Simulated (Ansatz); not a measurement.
Mulliken charges of C4H3Se (`[c]1ccc[se]1`) radical from PBE/def2-TZVPP in Ansatz (PBE0-D4/def2-TZVP geometry).

```
atom   x (Å)   y (Å)   z (Å)  charge (e)
  C1  -0.811   1.422   0.171      -0.132
  C2   0.368   0.941   0.601      -0.107
  C3   0.594  -0.397   0.138      -0.139
  C4  -0.392  -0.927  -0.628      -0.172
 Se5  -1.802   0.272  -0.868       0.221
  H6   1.068   1.489   1.219       0.111
  H7   1.494  -0.948   0.386       0.110
  H8  -0.426  -1.909  -1.075       0.108
```

Q: By hand: the dipole of these point charges (1 e Å = 4.8032 D).

A: Σ q r = (-0.109, -0.159, -0.128) e Å, of length 0.231 e Å = 1.11 D.

Q: How does the dipole of the full density compare? (An estimate is asked.)

A: Computed: (0.111, -0.183, -0.020) e Å, 1.03 D; the point charges give 1.08 times that, at 67° from its direction.

Point charges leave out the atoms' own dipoles, such as those of lone pairs, and Mulliken's split depends on the basis, so the two needn't agree.
